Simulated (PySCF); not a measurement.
GeBr⁺ at RHF-CCSD(T)

Level: RHF-CCSD(T). basis Ge pcseg-1, Br pcseg-1; no relativity; PySCF 2.14.

```
state                          : ¹Σ⁺ (singlet), closed shell
bond length                    : 2.253 Å
harmonic wavenumber            : 356 cm⁻¹
force constant                 : 2.85 mdyn/Å
rotational constant Be         : 0.08699 cm⁻¹
anharmonicity ωexe             : 0.745 cm⁻¹
vibration–rotation constant αe : 0.000263 cm⁻¹
well depth De to Ge⁺ + Br      : 3.84 eV
dissociation energy D0         : 3.82 eV
```

Correlated steps freeze 18 core orbitals. Correlated levels converge slowly with the basis: in double zeta they bind strong bonds too weakly, by up to about 1 eV, and carry superposition errors of some tenths. For an ion De counts to the pair picked by the measured ionisation energies or electron affinities, which need not be the lowest pair at this level. Where the molecule has an RHF reference, its open-shell atoms are computed with UHF.
